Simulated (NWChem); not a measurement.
Si₂H₅O₂F; SMILES [Si]([SiH3])(F)(O)O

```xyz
10

O     -1.4264    -0.9048    -0.7092
Si    -0.0196    -0.4235    -0.0113
O      0.0915    -1.1680     1.4615
F      1.2614    -0.9243    -0.8836
Si     0.0160     1.9050     0.0448
H     -1.6841    -1.8250    -0.5865
H      0.9652    -1.2555     1.8537
H      1.2963     2.3630     0.6676
H     -0.0756     2.4656    -1.3361
H     -1.1242     2.4122     0.8654
```
Atoms are numbered in this order, from 1.

Computed with NWChem. Medium grid unless said otherwise, to which SCAN and Minnesota functionals are sensitive. Geometry: optimised at PBE0/def2-SVP.

### Question
Predict the results for r2SCAN/def2-SVP. Quantities: highest occupied level (eV); orbital gap (eV); dipole (D).

### Answer
```yaml
highest occupied level (eV): -7.39
orbital gap (eV): 7.22
dipole (D): 1.57
```
